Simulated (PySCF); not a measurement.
HfCl₂I₂, SMILES [Cl][Hf]([Cl])([I])[I], multiplicity 1.

The structure is a stationary point at PBE-D3(BJ)/def2-SVP. The spin state was assumed, not searched. The structure was generated by enumeration; whether it is a known compound was not checked. The def2 effective core potentials stand for the cores of Hf, I; spin–orbit coupling is left out.

Two levels are set side by side: TDA-PBE/def2-SVPD (PySCF) and TDA-PBE0/def2-SVPD (PySCF). Vertical, same geometry. The lowest singlet is HOMO→LUMO+1 97 % with PBE and HOMO→LUMO+1 95 % with the other functional; states are paired by order. Differences are taken from unrounded values.

| quantity | TDA-PBE |
|---|---|
| lowest singlet excitation (eV) | 3.76 |
| lowest triplet excitation (TDA) (eV) | 3.52 |

These are the TDA-PBE values. What does TDA-PBE0 give? (An estimate is asked for; the answer gives what the named calculation found.)


```tsv
quantity	TDA-PBE0	TDA-PBE minus TDA-PBE0
lowest singlet excitation (eV)	4.29	-0.53
lowest triplet excitation (TDA) (eV)	3.92	-0.40
```

Functionals without exact exchange tend to place singlet excitations lower, as here. Differences between two approximate levels are no errors against the true value.

Rough cost on one machine, each run with all the roots and properties that it gave: TDA-PBE0 against TDA-PBE about 3 times.
